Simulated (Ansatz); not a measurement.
`CBI` + `[SiH3]`• → `C[B]I`• + SiH₄  (hydrogen abstraction from a B–H bond)

Program: Ansatz. Geometries: PBE0-D4/def2-TZVP. ΔE: electronic, gas phase. CCSD(T)/CBS adds triple-zeta CCSD(T) − MP2 to the extrapolated MP2 energy (def2 sets, frozen cores). This one scheme is used for every species. Functionals use def2-TZVPP. No spin–orbit coupling; open shells (•) take unrestricted orbitals. Elements past krypton have def2 core potentials. For I outer-core shells are correlated without core-valence functions, which leaves a few kJ/mol of doubt a bond.

```tsv
species	PBE-QIDH energy (Eh)
`CBI`	-362.87950
`[SiH3]`•	-291.02249
`C[B]I`•	-362.20954
SiH₄	-291.67308
```

Problem. Work out ΔE.

Solution. ΔE = (-362.20954) + (-291.67308) − (-362.87950) − (-291.02249) = 0.01937 Eh = +50.9 kJ/mol. CCSD(T)/CBS gives +48.3 kJ/mol.

Problem. What do rigid-rotor, harmonic-oscillator terms from PBE0-D4/def2-TZVP frequencies (298.15 K, 1 bar) make of the CCSD(T)/CBS value? (Best estimate.)

Solution. The calculation gave: ΔZPE = -1.3 kJ/mol, ΔH = +46.8 kJ/mol, ΔS = -13 J/(mol·K), ΔG = +50.6 kJ/mol. Open shells count their whole term as degenerate.

Largest T1 diagnostic among the species: 0.015.

In def2-TZVPP, CCSD(T) changes the Hartree–Fock value by +6.0 kJ/mol (the triples alone add −0.2 kJ/mol) and MP2 by +9.9 kJ/mol. Leaving LDA and LC-ωPBE aside and taking each functional with its dispersion term where it has one, the values, not all of them listed here, spread over 7.5 kJ/mol, from r2SCAN-D4 to ωB97M-V.
